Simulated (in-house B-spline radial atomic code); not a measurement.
Successive ionisation energies of xenon; each step leads to the configuration of the next row (after the last: [Ar] 3d10 4s2 4p1/2(1)). Dirac energy differences include first-order Breit, QED and recoil terms. NIST's values go from ground level to ground level; the uncertainty of those that are theory runs from under 0.1 % in few-electron ions to several per cent in heavy many-electron ones. Computed with an all-electron radial atomic-structure program (B-spline basis): Dirac-Hartree-Fock, jj configuration that fills j = l - 1/2 first, finite nuclei.

A number in brackets counts the electrons of a j subshell.

```json
{"ion": "Xe8+", "configuration": "[Kr] 4d10", "ionisation energy (eV)": "178.2", "tabulated value (eV)": "179.84", "tabulated kind": "measured", "computed minus tabulated (eV)": "-1.7", "highest orbital": "4d5/2", "largest mean radius (bohr)": "0.85524"}
{"ion": "Xe9+", "configuration": "[Kr] 4d3/2(4) 4d5/2(5)", "ionisation energy (eV)": "203.2", "tabulated value (eV)": "202", "tabulated kind": "tabulated theory", "computed minus tabulated (eV)": "1.2", "highest orbital": "4d5/2", "largest mean radius (bohr)": "0.83823"}
{"ion": "Xe10+", "configuration": "[Kr] 4d3/2(4) 4d5/2(4)", "ionisation energy (eV)": "228.9", "tabulated value (eV)": "229.02", "tabulated kind": "semi-empirical", "computed minus tabulated (eV)": "-0.1", "highest orbital": "4d5/2", "largest mean radius (bohr)": "0.8226"}
{"ion": "Xe11+", "configuration": "[Kr] 4d3/2(4) 4d5/2(3)", "ionisation energy (eV)": "255.5", "tabulated value (eV)": "255", "tabulated kind": "tabulated theory", "computed minus tabulated (eV)": "0.5", "highest orbital": "4d5/2", "largest mean radius (bohr)": "0.80788"}
{"ion": "Xe12+", "configuration": "[Kr] 4d3/2(4) 4d5/2(2)", "ionisation energy (eV)": "282.7", "tabulated value (eV)": "281", "tabulated kind": "tabulated theory", "computed minus tabulated (eV)": "1.7", "highest orbital": "4d5/2", "largest mean radius (bohr)": "0.79394"}
{"ion": "Xe13+", "configuration": "[Kr] 4d3/2(4) 4d5/2(1)", "ionisation energy (eV)": "310.7", "tabulated value (eV)": "314", "tabulated kind": "tabulated theory", "computed minus tabulated (eV)": "-3.3", "highest orbital": "4d5/2", "largest mean radius (bohr)": "0.78069"}
{"ion": "Xe14+", "configuration": "[Kr] 4d3/2(4)", "ionisation energy (eV)": "343.2", "tabulated value (eV)": "343", "tabulated kind": "tabulated theory", "computed minus tabulated (eV)": "0.2", "highest orbital": "4d3/2", "largest mean radius (bohr)": "0.76123"}
{"ion": "Xe15+", "configuration": "[Kr] 4d3/2(3)", "ionisation energy (eV)": "372.7", "tabulated value (eV)": "374", "tabulated kind": "tabulated theory", "computed minus tabulated (eV)": "-1.3", "highest orbital": "4d3/2", "largest mean radius (bohr)": "0.7489"}
{"ion": "Xe16+", "configuration": "[Kr] 4d3/2(2)", "ionisation energy (eV)": "402.9", "tabulated value (eV)": "404", "tabulated kind": "tabulated theory", "computed minus tabulated (eV)": "-1.1", "highest orbital": "4d3/2", "largest mean radius (bohr)": "0.73754"}
{"ion": "Xe17+", "configuration": "[Kr] 4d3/2(1)", "ionisation energy (eV)": "433.7", "tabulated value (eV)": "434", "tabulated kind": "tabulated theory", "computed minus tabulated (eV)": "-0.3", "highest orbital": "4d3/2", "largest mean radius (bohr)": "0.72661"}
{"ion": "Xe18+", "configuration": "[Ar] 3d10 4s2 4p6", "ionisation energy (eV)": "549.8", "tabulated value (eV)": "549", "tabulated kind": "tabulated theory", "computed minus tabulated (eV)": "0.8", "highest orbital": "4p3/2", "largest mean radius (bohr)": "0.69565"}
{"ion": "Xe19+", "configuration": "[Ar] 3d10 4s2 4p1/2(2) 4p3/2(3)", "ionisation energy (eV)": "582.6", "tabulated value (eV)": "582", "tabulated kind": "tabulated theory", "computed minus tabulated (eV)": "0.6", "highest orbital": "4p3/2", "largest mean radius (bohr)": "0.68815"}
{"ion": "Xe20+", "configuration": "[Ar] 3d10 4s2 4p1/2(2) 4p3/2(2)", "ionisation energy (eV)": "616.0", "tabulated value (eV)": "616", "tabulated kind": "tabulated theory", "computed minus tabulated (eV)": "0.0", "highest orbital": "4p3/2", "largest mean radius (bohr)": "0.68127"}
{"ion": "Xe21+", "configuration": "[Ar] 3d10 4s2 4p1/2(2) 4p3/2(1)", "ionisation energy (eV)": "649.9", "tabulated value (eV)": "650", "tabulated kind": "tabulated theory", "computed minus tabulated (eV)": "-0.1", "highest orbital": "4p3/2", "largest mean radius (bohr)": "0.67457"}
{"ion": "Xe22+", "configuration": "[Ar] 3d10 4s2 4p1/2(2)", "ionisation energy (eV)": "699.0", "tabulated value (eV)": "700", "tabulated kind": "tabulated theory", "computed minus tabulated (eV)": "-1.0", "highest orbital": "4p1/2", "largest mean radius (bohr)": "0.6523"}
```
